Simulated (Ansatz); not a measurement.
```yaml
crystal:
  periodic: [false, false, false]
  atoms:
    - {symbol: N, position_ang: [-1.055864, 0.354872, 0.441832]}
    - {symbol: B, position_ang: [-0.272370, 0.320960, 0.256712]}
    - {symbol: O, position_ang: [0.396857, 0.906469, 0.669934]}
    - {symbol: C, position_ang: [0.054741, -0.399258, -0.326412]}
    - {symbol: C, position_ang: [0.802104, -0.288917, -0.974478]}
    - {symbol: C, position_ang: [1.030625, -0.767743, -0.240497]}
    - {symbol: H, position_ang: [-1.468780, -0.015272, 0.206261]}
    - {symbol: H, position_ang: [-1.504426, 0.771438, 0.809761]}
    - {symbol: H, position_ang: [0.131711, 1.179285, 1.083103]}
    - {symbol: H, position_ang: [-0.411423, -0.921113, -0.672870]}
    - {symbol: H, position_ang: [1.046304, 0.030255, -1.343077]}
    - {symbol: H, position_ang: [1.454551, -1.348754, 0.125288]}
basis:
  gaussian: {orbitals: def2-SVPD}
hamiltonian: {xc: {name: SVWN5}}
output: {forces: true}
```

```sh
$ ansatz run in.yaml --threads 4 --pin off --events-out ev --progress --plain --max-ram 10444MiB
```

Shortened log:

```
Functional definition: SVWN5
1410 factors; their error is unknown
mean field evaluation 1: about -7158.5845 eV, gradient 1.8e2 eV
mean field evaluation 2: about -6664.5684 eV, gradient 4.7e2 eV
mean field evaluation 4: about -7218.1831 eV, gradient 3.3e1 eV
mean field evaluation 8: about -7219.8790 eV, gradient 7.3e-1 eV
mean field evaluation 16: about -7219.8484 eV, gradient 9.8e-4 eV
a density is far from that of the atoms, so the factors are made again for it
1743 factors; integrals over basis functions are off by at most 1.1e-4 eV
mean field -7219.84835978 eV, -265.3245334331 hartree, gradient 1.2e-5 eV, S^2 0.000000; 0 other end points of the search recorded, 0 dependent functions left out
reference -7219.84842120 eV, -265.3245356900 hartree; 22, 22 occupied and 149, 149 virtual orbitals, 1743 factors
Total energy: -7219.84842120 eV, -265.3245356900 hartree
Atom 0 at    -1.055864     0.354872     0.441832 Å, force   -87.501395    36.598705    50.308507 eV/Å
Atom 1 at    -0.272370     0.320960     0.256712 Å, force    92.617221     5.882939   -19.587999 eV/Å
Atom 2 at     0.396857     0.906469     0.669934 Å, force    93.068597   -13.638503   -51.774427 eV/Å
Atom 3 at     0.054741    -0.399258    -0.326412 Å, force   -36.759532   -27.286881    -2.083656 eV/Å
Atom 4 at     0.802104    -0.288917    -0.974478 Å, force   -25.584212   -20.436527   -18.137444 eV/Å
Atom 5 at     1.030625    -0.767743    -0.240497 Å, force    47.943628   -44.334569    55.797835 eV/Å
Atom 6 at    -1.468780    -0.015272     0.206261 Å, force   -57.779139   -52.204496   -32.806782 eV/Å
Atom 7 at    -1.504426     0.771438     0.809761 Å, force   -23.425760    24.022022    21.245803 eV/Å
Atom 8 at     0.131711     1.179285     1.083103 Å, force   -48.204692    55.286982    80.824959 eV/Å
Atom 9 at    -0.411423    -0.921113    -0.672870 Å, force   -20.401039   -18.729385   -10.665178 eV/Å
Atom 10 at     1.046304     0.030255    -1.343077 Å, force    53.070039    70.720399   -84.334347 eV/Å
Atom 11 at     1.454551    -1.348754     0.125288 Å, force    12.956283   -15.880684    11.212731 eV/Å
Dipole moment:    -0.475385     0.041004     0.139948 e Å
```

In this input the geometry is squeezed to about two thirds of its size. The calculation finished and met its thresholds. The result belongs to that input, not to the molecule as meant.
